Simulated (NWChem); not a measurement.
# TiH₄S₃; SMILES [TiH]([SH])([SH])[SH]

```xyz
8

Ti     0.0242     0.0375     0.3583
H      0.1578    -0.2828     2.0004
S     -0.8584     2.1111     0.1841
H      0.2178     2.4528    -0.5695
S     -1.3138    -1.5721    -0.4538
H     -0.3931    -2.4149     0.0903
S      2.1419    -0.1543    -0.4052
H      2.4472     0.6418     0.6567
```
Atoms are numbered in this order, from 1.

All runs: NWChem. STO-3G and 3-21G are far too small for this property and stand as cheap habits. The geometry was optimised at PBE0/def2-SVP. No frequency run checked for a minimum. GIAO values for the isolated, static molecule; σ is the absolute isotropic shielding, δ = σ(reference) − σ with the isolated reference molecule computed at the same levels (1H: tetramethylsilane).

Question: Predict the results for Hartree-Fock/STO-3G. Quantities: σ Ti1 (ppm); δ H2 (ppm); σ S3 (ppm); σ S5 (ppm); δ H6 (ppm); σ S7 (ppm); δ H8 (ppm).

Answer: 
- σ Ti1 (ppm) = 602.7
- δ H2 (ppm) = 4.80
- σ S3 (ppm) = 750.1
- σ S5 (ppm) = 714.8
- δ H6 (ppm) = 0.90
- σ S7 (ppm) = 743.8
- δ H8 (ppm) = 0.49
